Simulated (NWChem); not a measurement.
System: C$_{4}$H$_{6}$Si; SMILES C#C/C=C/[SiH3]

```xyz
11

C      0.1412    -3.2354     0.0000
C     -0.1061    -2.0497     0.0000
C     -0.4364    -0.6646     0.0000
C      0.4677     0.3389     0.0000
Si    -0.0045     2.1476     0.0000
H      0.3778    -4.2750     0.0000
H     -1.5027    -0.4342     0.0000
H      1.5230     0.0634     0.0000
H     -1.4883     2.2595     0.0000
H      0.5374     2.8419     1.2010
H      0.5374     2.8419    -1.2010
```
Atoms are numbered in this order, from 1.

Program: NWChem. Pople sets run with spherical d functions. STO-3G and 3-21G are far too small for this property and stand as cheap habits. Geometry: optimised at B3LYP/6-31G* (spherical d). Field at 589 nm.

Order these runs by computing time, cheapest first, and give rough ratios: B3LYP/6-31G*; B3LYP/def2-SVPD; B3LYP/STO-3G.

B3LYP/STO-3G (1), B3LYP/6-31G* (4), B3LYP/def2-SVPD (10). Ratios are rough, from one shared machine; the cheapest took roughly 27 core-seconds. What differs between the cheapest and the dearest: isotropic polarisability (bohr³) 38.4 → 86.9; anisotropy (bohr³) 55.2 → 79.5.
